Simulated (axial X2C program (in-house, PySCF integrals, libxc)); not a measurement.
Low determinants of Nb

Calculated with an in-house all-electron X2C program for linear molecules (integrals from PySCF), basis dyall-cv3z (cores contracted in-house), spin-free (one-electron X2C) and two-component (2c, atomic mean-field Coulomb and Gaunt terms). Energies in eV from the lowest row of each column (rows without correlated energies are left out; n/a marks j-coupled starts, which PBE0 does not hold); electrons by l are Mulliken totals of the Hartree–Fock solution, and PBE0 can relax to another configuration under the same block occupation. Coupled cluster uses truncated natural virtuals with an MP2 remainder. Frozen shells in the correlated columns: 3 s, 2 p, 1 d.

The low spin-free determinants:

```
electrons by l  M_S, M_L    HF   MP2  CCSD(T)  PBE0
    s9 p18 d14    5/2, 2  0.06  0.00     0.00  0.12
    s9 p18 d14    5/2, 0  0.00  0.03     0.00  0.00
    s9 p18 d14    5/2, 1  0.05  0.03     0.00  0.04
   s10 p18 d13    3/2, 3  0.85  0.39     0.17  1.11
```

And the two-component ones:

```tsv
electrons by l	2M_J	HF	MP2	CCSD(T)	PBE0
s9 p18 d14	1	0.02	0.00	0.00	0.07
s9 p18 d14	3	0.03	0.06	0.03	0.02
s9 p18 d14	5	0.00	0.09	0.06	0.00
s9 p18 d14	7	0.07	0.11	0.08	0.07
s9 p18 d14	9	0.11	0.11	0.11	0.18
s10 p18 d13	3	0.77	0.36	0.14	1.02
```

Ground level as tabulated from the NIST Atomic Spectra Database (leading term): 2S+1 = 6, L = 2, J = 1/2.

Spin-free rows of one term, and 2c rows of one J level, should be degenerate; broken spherical symmetry, the missing current term of PBE0 and determinants that mix terms or J levels spread them. The search is wide but not exhaustive and can miss a configuration; gaps between s and d configurations can be off by some tenths of an eV with this basis and core.

The run took 4.4 min on 1 thread of Intel(R) Xeon(R) Processor @ 2.30GHz, on a shared host.
